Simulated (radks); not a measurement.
Values are calculated unless marked as measured or tabulated.
Correlation energies from several functionals, in hartree. Species: Mg [Ne] 3s2; He [He]; Mg2+ [Ne]. Code: a radial shooting solver on a logarithmic mesh with Libxc functionals. Model: non-relativistic Kohn-Sham, PBE, spin-polarised, spherical densities, point nucleus. Every spin shell is full or empty, so the densities are truly spherical. Functionals are evaluated on that one density, not self-consistently.

[
 {"functional": "PW92", "Mg": "-0.88764", "He": "-0.11173", "Mg2+": "-0.81757"},
 {"functional": "VWN5", "Mg": "-0.89176", "He": "-0.11212", "Mg2+": "-0.82176"},
 {"functional": "PZ", "Mg": "-0.88505", "He": "-0.11155", "Mg2+": "-0.81459"},
 {"functional": "Wigner", "Mg": "-0.60477", "He": "-0.095548", "Mg2+": "-0.52803"},
 {"functional": "Chachiyo", "Mg": "-0.87049", "He": "-0.10869", "Mg2+": "-0.80223"},
 {"functional": "PBE", "Mg": "-0.40910", "He": "-0.041064", "Mg2+": "-0.37381"},
 {"functional": "PBEsol", "Mg": "-0.48341", "He": "-0.051601", "Mg2+": "-0.44008"},
 {"functional": "P86", "Mg": "-0.46327", "He": "-0.042972", "Mg2+": "-0.41787"},
 {"functional": "PW91", "Mg": "-0.44865", "He": "-0.044958", "Mg2+": "-0.41169"},
 {"functional": "OP (B88)", "Mg": "-0.44382", "He": "-0.051122", "Mg2+": "-0.41217"},
 {"functional": "TPSS", "Mg": "-0.41362", "He": "-0.042310", "Mg2+": "-0.37715"},
 {"functional": "SCAN", "Mg": "-0.41072", "He": "-0.037704", "Mg2+": "-0.36468"},
 {"functional": "r2SCAN", "Mg": "-0.41384", "He": "-0.037704", "Mg2+": "-0.36766"},
 {"functional": "Tao-Mo", "Mg": "-0.36884", "He": "-0.028575", "Mg2+": "-0.33765"}
]
